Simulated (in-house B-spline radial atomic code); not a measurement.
**Ionising S with different functionals**

Computed with an all-electron radial atomic-structure program (B-spline basis): scalar-relativistic (spin-free X2C) Hamiltonian, Fermi nucleus of rms radius 3.2611 fm, spin-polarised at highest spin, spherical fractional occupations for the functionals, the average over the highest-spin determinants for Hartree-Fock. The ionisation energy is the difference of two self-consistent energies, [Ne] 3s2 3p4 → [Ne] 3s2 3p3, without Breit or QED terms; ε is the level of the shell that loses the electron (its least bound occupied spin orbital).

Hybrids are left out here: with spherical fractional occupations of an open shell their exact exchange keeps a self-interaction that integer-occupation calculations don't have.

| method | rung | ΔSCF (eV) | -ε(3p) (eV) |
| --- | --- | --- | --- |
| Hartree-Fock | Hartree-Fock | 9.03 | 9.89 |
| LDA VWN5 | LDA | 10.53 | 6.20 |
| LDA PW92 | LDA | 10.54 | 6.21 |
| LDA exchange-only | LDA | 8.81 | 4.73 |
| PBE | GGA | 10.23 | 5.98 |
| PBEsol | GGA | 10.21 | 5.96 |
| BLYP | GGA | 10.29 | 5.93 |
| RPBE | GGA | 10.17 | 5.94 |
| PW91 | GGA | 10.30 | 6.03 |
| BP86 | GGA | 10.42 | 6.13 |
| AM05 | GGA | 10.23 | 5.96 |
| OLYP | GGA | 10.09 | 5.81 |
| TPSS | meta-GGA | 10.14 | 5.92 |
| SCAN | meta-GGA | 9.94 | 5.87 |
| r2SCAN | meta-GGA | 9.94 | 5.87 |
| revTPSS | meta-GGA | 10.11 | 5.91 |

Problem. How do they compare with the NIST value?

Solution. NIST lists 10.360 eV (measured, ground level to ground level). Errors run from -1.55 to +0.18 eV; PW91 is closest (-0.06 eV), but part of that can be cancellation, since the calculations leave out spin-orbit coupling, Breit-QED terms, multiplet and fine-structure energies. Hartree-Fock also lacks correlation.
